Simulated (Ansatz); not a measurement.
System: PdH, net charge 0, doublet state. The spin state was set by rule; other spins were not relaxed. 
Structure (B3LYP-D3(BJ)/def2-TZVP (Ansatz, a quantum-chemistry and plane-wave program) minimum search):
```
Pd
H 1 1.5407
```
Charge 0, spin multiplicity 2.

Total electronic energies in hartree. Correlated levels leave the core frozen unless marked. UHF or UKS for open shells. No spin-orbit coupling. The frozen core is the preceding noble-gas configuration, with the filled d and f shells of earlier blocks. In def2 rows, elements after Kr have scalar-relativistic effective core potentials. CBS(X,Y): correlation extrapolated as X^-3; Hartree-Fock from the larger set.

The T1 diagnostic of CCSD in the largest basis is 0.049, which is high, so the coupled-cluster rows are less sure than usual.

| level | program | energy (Eh) |
|---|---|---|
| RI-HF/def2-TZVPP | Ansatz | -127.59167 |
| revPBE/def2-TZVPD | Ansatz | [?] |
| B3LYP-D3(BJ)/def2-TZVPD | Ansatz + dftd3 | [?] |
| r2SCAN0-D4/def2-TZVPD | Ansatz + dftd4 | -128.45488 |
| HSE06/def2-TZVPD | Ansatz | -128.44916 |
| CCSD(T)/def2-SVP | Ansatz | -127.80399 |
| CCSD(T)/def2-QZVPP | Ansatz | -127.99207 |
| CCSDT/def2-SVP | Ansatz | -127.80412 |
| CCSD(T)/CBS(def2-TZVPPD,def2-QZVPPD) | Ansatz | -128.0135 |

**Question.** Complete the blanks.

**Answer.** 
- revPBE/def2-TZVPD, energy (Eh): -128.53034
- B3LYP-D3(BJ)/def2-TZVPD, energy (Eh): -128.51444
